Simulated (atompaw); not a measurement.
# Pseudopotential generation for platinum (Pt): PAW (atompaw), LDA (PW92), scalar-relativistic.

* Element: Pt (Z = 78)
* Generator: atompaw 4.2.0.5
* Type: PAW
* Functional: LDA (PW92)
* Relativity: scalar-relativistic
* Frozen core: [Kr] 4d10 4f14
* Valence charge: 18
* Reference configuration: 5s2 5p6 5d9 6s0.75 6p0 (charge +0.25)
* Partial waves: 5s (bound): rc 1.20 bohr; 6s (bound): rc 1.60 bohr; 5p (bound): rc 1.55 bohr; 6p (bound, empty): rc 1.55 bohr; 5d (bound): rc 1.85 bohr; 5d channel at 2 Ry: rc 1.85 bohr
* Local potential: ultrasoft scheme with l = 3 at -0.5 Ry, radius 1.65 bohr
* Core correction: smooth core density matched at 1.60 bohr
* Augmentation charge: besselshape compensation charge, radius 1.75 bohr; PAW radius 1.85 bohr; waves and projectors: custom rrkj vanderbiltortho

Problem. Does the generator finish with these settings?

Solution. No. atompaw 4.2.0.5 stopped with "atompaw: The overlap operator has at least one negative eigenvalue!": the overlap operator built from these waves and projectors is not positive definite.
